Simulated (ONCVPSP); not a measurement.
Li, ONCV: configuration errors across variants

Li (Z = 3), optimised norm-conserving Vanderbilt (ONCV), made with ONCVPSP 4.0.1 (PBEsol, scalar-relativistic). Core none, reference 1s2 2s1. Waves: 1s+2s: rc 1.00 bohr, ncon 3, nbas 6, qcut 14.6 1/bohr, 2 projectors; p scattering state at 0.37 Ha: rc 0.95 bohr, ncon 4, nbas 7, qcut 9 1/bohr, 2 projectors, debl 1.3 Ha; d scattering state at 0.3 Ha: rc 1.00 bohr, ncon 4, nbas 7, qcut 8.9 1/bohr, 1 projector. Local part: polynomial inside 0.85 bohr (lpopt 5, dvloc0 0 Ha). Core correction: none.

All-electron excitation energies from the reference (eV): (1) 1s2 2s0 5.187; (2) 1s2 2s0.5 2.013; (3) 1s2 2s0 2p1 1.761; (4) 1s1 2s1 67.777.

1 further variants failed, have other tests or too few solved ones, and are left out.

Errors AE − PS in meV (a dash: test not solved or not reliable):

| change | (1) | (2) | (3) | (4) | bound ghosts | GHOST(+) flags above zero |
| --- | --- | --- | --- | --- | --- | --- |
| base | +0.2 | 0.0 | +0.2 | +452 | none | none |
| d: rc 1.08 | +0.2 | 0.0 | +0.2 | +452 | none | none |
| s: qcut 17.3; p: qcut 10.7; d: qcut 10.5 | +0.2 | 0.0 | +0.2 | +405 | none | none |

Give the same row for: all radii scaled by about 1.32 (s 1.32, p 1.26, d 1.32 bohr); local potential polynomial inside 1.12 bohr (lpopt 5, dvloc0 0 Ha).

+0.3, 0.0, +0.4, +1026; bound ghosts: none; GHOST(+) flags above zero: none.
